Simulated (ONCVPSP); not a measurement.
# Pseudopotential generation for N (Z = 7): ONCV, PBE, scalar-relativistic.

nitrogen, optimised norm-conserving Vanderbilt (ONCV), made with ONCVPSP 4.0.1 (PBE, scalar-relativistic). Core [He], reference 2s2 2p3. Waves: 2s: rc 0.70 bohr, ncon 4, nbas 7, qcut 7.4 1/bohr, 1 projector; 2p: rc 1.50 bohr, ncon 3, nbas 8, qcut 7.1 1/bohr, 1 projector. Local part: polynomial inside 0.50 bohr (lpopt 5, dvloc0 0 Ha). Core correction: none.

Poles of the logarithmic derivatives, all-electron (AE) and pseudo (PS). s: poles at no energy (AE) and no energy (PS) Ha. p: poles at 0.7 (AE) and 0.7 (PS) Ha. Test radii: s 0.71, p 1.52 bohr.

* Cutoffs needed: 160 Ha and 246 Ha (the cutoffs (Ha) at which the residual kinetic energy of the hardest occupied pseudo-wave falls to 1 and 0.1 mHa per electron)
* Ghost test: no bound ghost flagged; no localised positive-energy state flagged
* Largest excitation error: +1034 meV (all-electron minus pseudo) for 2s2 2p0, out of 4 test configurations
